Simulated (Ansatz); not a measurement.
TiO2. Charge 0, multiplicity 5. Geometry r2SCAN-D4/def2-TZVP; atoms count from 1.

```xyz
3

Ti   -1.2366   -0.0997    0.3219
O     0.4509    0.3922   -0.6979
O     0.7857   -0.2925    0.3760
```

The structure holds one bond between oxygen atoms, so isomers without such links may lie far lower. At PBE0-D4/def2-TZVP a triplet of charge 0 lies 1.13 eV below the quintet, each at its own geometry. The structure comes from a short search, and lower isomers may exist.

Question: Estimate the Mulliken populations from the PBE0/def2-TZVP orbitals of Ansatz.

Answer: 
```
atom  charge (e)  spin (α − β)  d electrons
 Ti1        0.46          3.01         2.51
  O2       -0.23          0.50            –
  O3       -0.23          0.50            –
```
Mulliken values and Mayer orders depend strongly on the basis.

Question: Where does the spin sit?

Answer: Summed by element: Ti 3.01, O 0.99, of 4 unpaired in all. Largest on single atoms: Ti1 3.01, O2 0.50, O3 0.50.

Question: And the Mayer bond orders between bonded heavy atoms (over 0.3)?

Answer: Ti1–O2 0.50 (2.03 Å); Ti1–O3 0.50 (2.03 Å); O2–O3 1.29 (1.32 Å).
